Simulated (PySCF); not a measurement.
Two-component Hartree-Fock for O⁷⁺ (oxygen, charge +7)

Start: 1s1; 1s1/2 filled at m_j = +1/2. Calculated with PySCF 2.14 in an uncontracted even-tempered set (15 s from 3.1 bohr⁻², ratio 2.4; 8 p from 4 bohr⁻², ratio 2.4; 3 d from 12 bohr⁻², ratio 2.6; 3 f from 17 bohr⁻², ratio 2.6): generalised Hartree-Fock with the X2C-1e Hamiltonian and a Gaussian nucleus; one run each with spin-orbit coupling (SO) switched off, then screened by Boettger's factors, then bare.

```json
{"spinor shell": "1s1/2", "electrons": "1", "ε, spin-free (eV)": "-871.51", "ε, screened SO (eV)": "-871.51", "ε, bare SO (eV)": "-871.51", "weight of nominal j (screened SO)": "1.000", "rms radius, screened SO (bohr)": "0.216"}
```

```tsv
quantity	spin-free	screened SO	bare SO
E (hartree)	-32.02727	-32.02727	-32.02727
M_J	1/2	1/2	1/2
⟨J²⟩	0.750	0.750	0.750
⟨L²⟩	0.000	0.000	0.000
⟨S²⟩	0.750	0.750	0.750
```

Without spin-orbit coupling the j labels of p, d and f shells carry no meaning; the spin-free column gives the mean over the occupied spinors of each nl shell.
